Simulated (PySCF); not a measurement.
**Molecular orbitals of MgGe⁺**

PW91 at R = 2.801 Å; PySCF, no relativity, basis sets Mg aug-pcseg-1, Ge aug-pcseg-1. State: ²Π (doublet), unpaired electrons π ↑. Only the outer orbitals are listed, counted within each symmetry.

| spin | orbital | occ. | ε (eV) | on Mg (%) | main shells (%) |
| --- | --- | --- | --- | --- | --- |
| α | 1δ | 1 | -36.24 | 0 | 100 Ge d |
| α | 4π | 1 | -36.18 | 0 | 100 Ge d |
| α | 1δ | 1 | -36.16 | 0 | 100 Ge d |
| α | 9σ | 1 | -35.96 | 0 | 100 Ge d |
| α | 4π | 1 | -35.96 | 0 | 100 Ge d |
| α | 10σ | 1 | -17.20 | 0 | 99 Ge s |
| α | 11σ | 1 | -10.99 | 43 | 49 Ge p, 41 Mg s |
| α | 5π | 1 | -9.53 | 4 | 95 Ge p |
| α | 5π | 0 | -9.40 | 5 | 94 Ge p |
| α | 12σ | 0 | -8.48 | 68 | 50 Mg s, 37 Ge p, 17 Mg p |
| α | 6π | 0 | -5.94 | 90 | 90 Mg p |
| β | 1δ | 1 | -36.20 | 0 | 100 Ge d |
| β | 4π | 1 | -36.16 | 0 | 100 Ge d |
| β | 1δ | 1 | -36.04 | 0 | 100 Ge d |
| β | 4π | 1 | -35.83 | 0 | 100 Ge d |
| β | 9σ | 1 | -35.82 | 0 | 100 Ge d |
| β | 10σ | 1 | -16.47 | 1 | 97 Ge s |
| β | 11σ | 1 | -10.80 | 56 | 55 Mg s, 37 Ge p |
| β | 5π | 0 | -9.02 | 6 | 92 Ge p |
| β | 12σ | 0 | -8.40 | 59 | 44 Ge p, 35 Mg s, 24 Mg p |
| β | 5π | 0 | -8.19 | 12 | 87 Ge p, 12 Mg p |

Problem. Which are the highest filled and the lowest empty level, where do they sit, and how wide is the gap?

Solution. Highest filled α 5π at -9.53 eV (in %: 95 Ge p); lowest empty α 5π at -9.40 eV (in %: 94 Ge p); the gap at PW91 is 0.13 eV. Both belong to one degenerate shell, split only by its one-sided filling, so this is no excitation gap.

| Item | Value |
| --- | --- |
| bond order (Mayer) | 1.03 |
| ⟨S²⟩ | 0.764 |
| charge on Mg (Mulliken, basis-dependent) | 0.96 |
| charge on Mg (Löwdin, basis-dependent) | 0.88 |
| dipole moment (positive dipole points towards Ge; it is taken about the centre of mass and depends on that origin) | -6.50 D |

Spin–orbit coupling is left out. The state was picked by a PBE0 search and need not be the measured ground state.
